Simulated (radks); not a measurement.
Results of a calculation; reference values are marked as such.
Excited configurations of the indium ion In14+: one electron is placed in a higher orbital outside [Ar] 3d10 4s2 4p4. The ground configuration is [Ar] 3d10 4s2 4p5. Code: a radial shooting solver on a logarithmic mesh with Libxc functionals. Model: Dirac Kohn-Sham, PBE, spin-unpolarised, spherical densities, finite nucleus; open shells fill j = l - 1/2 first; Fermi nuclear charge, rms radius 4.6156 fm. Excitation = E - E(ground); binding = E(ion) - E, where the ion is the core of charge +15; n* = 15/sqrt(2 binding) in atomic units. These energies are relativistic, and a one-electron ion of charge +15 with no core already has n* below n in this formula (Dirac formula, point nucleus: 4d3/2 3.998, 4f5/2 3.999, 5p1/2 4.995, 5d3/2 4.998, 5f5/2 4.999, 6s1/2 5.995, 6p1/2 5.995, 6d3/2 5.998, 6f5/2 5.999, 7s1/2 6.995, 7p1/2 6.995, 7d3/2 6.998). The quantum defect is therefore taken as that value minus n*, so that it holds no relativistic shift of the bare ion.

\begin{tabular}{lrrrrr}
outer orbital & excitation (eV) & binding (eV) & quantum defect & eigenvalue (eV) & <r> (bohr) \\ \hline
4d3/2 & 66.822 & 303.10 & 0.820 & -290.04 & 0.8627 \\
4f5/2 & 142.01 & 227.91 & 0.334 & -215.53 & 0.9262 \\
5p1/2 & 168.88 & 201.05 & 1.093 & -193.70 & 1.490 \\
5d3/2 & 199.59 & 170.34 & 0.759 & -163.77 & 1.632 \\
5f5/2 & 229.76 & 140.16 & 0.325 & -134.29 & 1.783 \\
6s1/2 & 234.53 & 135.39 & 1.240 & -131.28 & 2.289 \\
6p1/2 & 242.90 & 127.02 & 1.085 & -123.05 & 2.379 \\
6d3/2 & 258.52 & 111.41 & 0.756 & -107.73 & 2.586 \\
6f5/2 & 274.12 & 95.800 & 0.346 & -92.385 & 2.808 \\
7s1/2 & 277.45 & 92.470 & 1.241 & -89.776 & 3.338 \\
7p1/2 & 282.27 & 87.656 & 1.085 & -85.088 & 3.461 \\
7d3/2 & 291.32 & 78.608 & 0.757 & -76.227 & 3.734 \\
\end{tabular}

The Delta-SCF ionisation energy is 369.92 eV (NIST Atomic Spectra Database: 368 eV, theoretical). Self-interaction in the functional shifts the binding energies and quantum defects, so they are the method's values and not measured ones. Spin polarisation and multiplet splitting are left out, so open shells lie too high by an amount that depends on their filling.

Beside tabulated values, note that spin-unpolarised runs miss the spin-polarisation part of the exchange energy of open shells.
